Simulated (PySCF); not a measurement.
C4, SMILES [C]1[C+]2[C][C-]12 (connectivity only; charge and spin as stated), neutral, multiplicity 1. Geometry: B3LYP-D3(BJ)/def2-TZVP.

TDA-CAM-B3LYP/def2-SVPD run with PySCF puts the lowest singlet excitations at 2.04, 2.38, 4.18, 4.21, 5.32, 5.84 eV.

### Question
What are the lowest excitation roots from ADC(2)/aug-cc-pVDZ run with PySCF? (The exact figures need the calculation; the answer reports its results.)

### Answer
2.20, 2.28, 4.58, 4.60, 5.28, 5.79 eV. S1 differs by 0.15 eV (second minus first; roots are paired by order, and the bases may differ).
